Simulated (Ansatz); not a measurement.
C₃H₆Te, SMILES `C=CC[TeH]`, 10 atoms. Charge 0, multiplicity 1. Correlated methods include outer-core shells of Te, which these sets cover unevenly. Te takes the def2 core potential. All runs use 4 threads of a server CPU on a shared host. Correlated methods freeze the cores.

**Question.** How many basis functions does each run have, and how long does it take in Ansatz? RKS PBE0-D4/def2-QZVPP energy; RHF-CCSD(T)/def2-SVP energy; RKS PBE0-D4/def2-TZVP frequencies; RKS PBE0-D4/def2-SVP energy; RKS r2SCAN-D4/def2-TZVPP energy and forces; RKS ωB97M-V/def2-SVP energy; RHF-MP2/def2-QZVPP energy; RKS PBE-D4/def2-TZVPP energy and forces; RKS B97M-V/def2-TZVPP energy; RKS PBE0-D4/def2-TZVP relaxation (16 steps); RKS ωB97M-V/def2-QZVPP energy; direct RPA on PBE orbitals/def2-TZVPP energy. (Best estimate.)

**Answer.** The calculation gave: Other jobs shared the machine, so times are rough.

| level | job | functions | wall time | peak host memory (GiB) |
| --- | --- | --- | --- | --- |
| RKS PBE0-D4/def2-SVP | energy | 98 | 0.7 s | 0.21 |
| RKS PBE-D4/def2-TZVPP | energy and forces | 227 | 1.6 s | 0.26 |
| RKS ωB97M-V/def2-SVP | energy | 98 | 2.8 s | 0.29 |
| RKS r2SCAN-D4/def2-TZVPP | energy and forces | 227 | 3.3 s | 0.29 |
| RHF-CCSD(T)/def2-SVP | energy | 98 | 3.9 s | 0.47 |
| RKS PBE0-D4/def2-QZVPP | energy | 433 | 4.6 s | 1.3 |
| direct RPA on PBE orbitals/def2-TZVPP | energy | 227 | 4.9 s | 0.59 |
| RKS B97M-V/def2-TZVPP | energy | 227 | 6 s | 0.34 |
| RKS ωB97M-V/def2-QZVPP | energy | 433 | 12 s | 1.6 |
| RHF-MP2/def2-QZVPP | energy | 433 | 13 s | 2.4 |
| RKS PBE0-D4/def2-TZVP | relaxation (16 steps) | 179 | 34 s | 0.43 |
| RKS PBE0-D4/def2-TZVP | frequencies | 179 | 89 s | 0.43 |
